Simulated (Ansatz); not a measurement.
The cluster Ba2O, relaxed as a quintet with UKS PBE0-D4/def2-TZVP in Ansatz, starting from the PBE0-D4/def2-TZVP geometry of the neutral singlet. Force threshold 0.02 eV/Å.

In the def2 sets Ba takes a core potential; there is no spin–orbit coupling. The relaxation made no stability test and no search for a lower SCF solution. At PBE0-D4/def2-TZVP a triplet of charge 0 lies 4.30 eV below the quintet, each at its own geometry. The structure comes from a short search, and lower isomers may exist.

Start:

```xyz
3

Ba   -1.278    1.521    0.201
Ba    1.165   -1.425   -0.774
O     0.113   -0.096    0.573
```

(1) Estimate the energy that the relaxation releases and the steps that it takes.

(2) Does the start keep its bonding and symmetry?

(3) Predict the relaxed structure.

Answers

(1) 0.65 eV, in 6 steps; 29 s on 4 threads of Arm Neoverse V1 on a shared host. No frequencies were taken in this run, so the end may be a saddle point.

(2) By distances, no bond broke or formed. The bond that changes most is Ba1–O3, from 2.17 to 2.47 Å (atoms count from 1). Point group C2v at the start, C2v at the end, both within 0.05 Å.

(3) 
```xyz
3

Ba   -1.420    1.685    0.161
Ba    1.271   -1.560   -0.913
O     0.149   -0.126    0.752
```
Bond lengths (bridged metal pairs left out): 2 × Ba–O 2.47 Å.
